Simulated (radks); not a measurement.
Q: Ti II, 21 electrons, occupied as [Ar] 3d2 4s1 (the NIST ground configuration). Method: non-relativistic Kohn-Sham, revPBE, spin-polarised, spherical densities, point nucleus; open shells are filled with parallel spins first; computed with a radial shooting solver on a logarithmic mesh with Libxc functionals. Some entries of the table are withheld. Estimate them.

orbital  occ.  eigenvalue (eV)  <r> (bohr)
1s up       1        -4844.248     0.07016
1s down     1        -4844.227     0.07016
2s up       1        -538.2813      0.3276
2s down     1        -537.6879      0.3273
2p up       3        -450.5922      0.2910
2p down     3        -450.1360      0.2906
3s up       1         -69.8040       1.015
3s down     1         -67.8878       1.014
3p up       3         -46.7524       1.089
3p down     3         -44.8132       1.087
3d up       2         -12.1936         (1)
4s up       1         -10.8010       3.155
3d down     0         -10.1918         (2)
4p up       0          -6.9948       3.871

A: 
(1) 3d up <r> (bohr): 1.502
(2) 3d down <r> (bohr): 1.502
